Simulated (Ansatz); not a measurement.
Li₁₂F₁₂ (relaxed from a model of 2x2x6 LiF rock-salt block, whose bonding it doesn't keep). Charge 0, multiplicity 1. Geometry PBE-D4/def2-SVP; atoms count from 1.

```csv
atom,x (Å),y (Å),z (Å)
Li1,3.058,0.612,-2.837
F2,2.540,-0.785,-1.846
Li3,0.903,-0.830,-1.092
F4,-0.274,-1.703,0.035
Li5,-1.808,-2.592,0.312
F6,-2.558,-2.960,1.888
F7,1.955,1.913,-3.374
Li8,0.393,1.903,-2.512
F9,-0.325,0.528,-1.610
Li10,-1.578,-0.149,-0.431
F11,-2.982,-1.248,-0.165
Li12,-3.653,-1.503,1.475
F13,3.793,1.575,-1.414
Li14,3.137,0.240,-0.430
F15,1.621,0.259,0.530
Li16,0.309,-0.622,1.489
F17,-0.511,-0.872,3.075
Li18,-1.965,-1.907,3.206
Li19,2.560,2.797,-1.843
F20,0.953,2.905,-1.064
Li21,0.366,1.601,0.035
F22,-1.022,0.916,1.045
Li23,-1.723,0.450,2.630
F24,-3.190,-0.529,2.901
```

Estimate the Mulliken populations from the PBE0/def2-TZVP orbitals of Ansatz.


```
atom  charge (e)
 Li1        0.79
  F2       -0.80
 Li3        0.81
  F4       -0.81
 Li5        0.80
  F6       -0.79
  F7       -0.79
 Li8        0.80
  F9       -0.81
Li10        0.81
 F11       -0.80
Li12        0.79
 F13       -0.79
Li14        0.80
 F15       -0.81
Li16        0.81
 F17       -0.80
Li18        0.79
Li19        0.79
 F20       -0.80
Li21        0.81
 F22       -0.81
Li23        0.80
 F24       -0.79
```
Mulliken values depend strongly on the basis.
